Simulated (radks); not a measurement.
Q: The lead ion Pb+, configuration [Hg] 6p1. Method: Dirac Kohn-Sham, Wu-Cohen GGA, spin-unpolarised, spherical densities, finite nucleus; open shells are shared between the two j in proportion to 2j + 1; Fermi nuclear charge, rms radius 5.5012 fm; computed with a radial shooting solver on a logarithmic mesh with Libxc functionals. Some entries of the table are withheld. Estimate them.

orbital,occ.,eigenvalue (eV),<1/r> (bohr^-1)
1s1/2,2,-87917.93,101.2
2s1/2,2,-15718.91,25.04
2p1/2,2,-15104.43,25.01
2p3/2,4,-12915.00,19.97
3s1/2,2,-3778.637,9.183
3p1/2,2,-3499.363,9.099
3p3/2,4,-3010.911,7.780
3d3/2,4,-2548.437,(1)
3d5/2,6,-2444.474,(2)
4s1/2,2,-861.1416,3.901
4p1/2,2,-739.9303,3.793
4p3/2,4,-620.3188,3.336
4d3/2,4,-422.0402,3.139
4d5/2,6,-399.7158,3.036
5s1/2,2,-151.3619,1.620
4f5/2,6,-143.0326,2.696
4f7/2,8,-138.0008,2.656
5p1/2,2,-109.9177,1.498
5p3/2,4,-87.5104,1.329
5d3/2,4,(3),1.034
5d5/2,6,(4),0.9933
6s1/2,2,-19.2859,(5)
6p1/2,0.333333,-11.2792,0.4622
6p3/2,0.666667,-9.3791,0.4072

A: 
(1) 3d3/2 <1/r> (bohr^-1): 7.680
(2) 3d5/2 <1/r> (bohr^-1): 7.387
(3) 5d3/2 eigenvalue (eV): -30.3666
(4) 5d5/2 eigenvalue (eV): -27.7709
(5) 6s1/2 <1/r> (bohr^-1): 0.5723
